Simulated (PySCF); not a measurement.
A GIAO shielding run with PySCF 2.14.0 with density-fitted response routines (density fitting, non-relativistic, gas phase) on `[SiH2]([Si@@H](CCO)O)S`, C$_{2}$H$_{10}$O$_{2}$SSi$_{2}$:

```
$ OMP_NUM_THREADS=1 python probes_run.py task.json out

{"job": {"kind": "nmr", "xc": "PBE0", "basis": "pcSseg-1"}, "charge": 0, "multiplicity": 1}
O     -2.455240     0.818952     0.901436
C     -1.998861    -0.499557     0.653602
C     -1.074317    -0.570853    -0.555500
Si     0.484396     0.522358    -0.311711
O      0.196469     1.610933     0.859856
Si     2.237063    -0.766506     0.454337
S      4.064215     0.374784     0.507289
H     -2.937628     1.120074     0.123142
H     -1.468363    -0.796300     1.561192
H     -2.859201    -1.172444     0.529085
H     -1.636159    -0.251997    -1.435493
H     -0.805151    -1.612457    -0.722513
H      0.679819     1.260135    -1.571350
H     -0.709885     1.729674     1.162452
H      2.089883    -1.330559     1.802506
H      2.624602    -1.868486    -0.422313
H      3.561359     1.444278     1.103534
```

Hardware: 1 thread of an Arm Neoverse N1, shared host. The job also computes population analyses, field gradients.

Task: How large is the calculation?

Result: 82 electrons, 190 basis functions and 1059 auxiliary functions.

Task: How long does it take, and how much memory does it need?

Result: 57 s of wall time, with 13 SCF cycles and 5 response iterations; peak memory 0.9 GiB. Times on a shared host scatter by some tens of per cent.
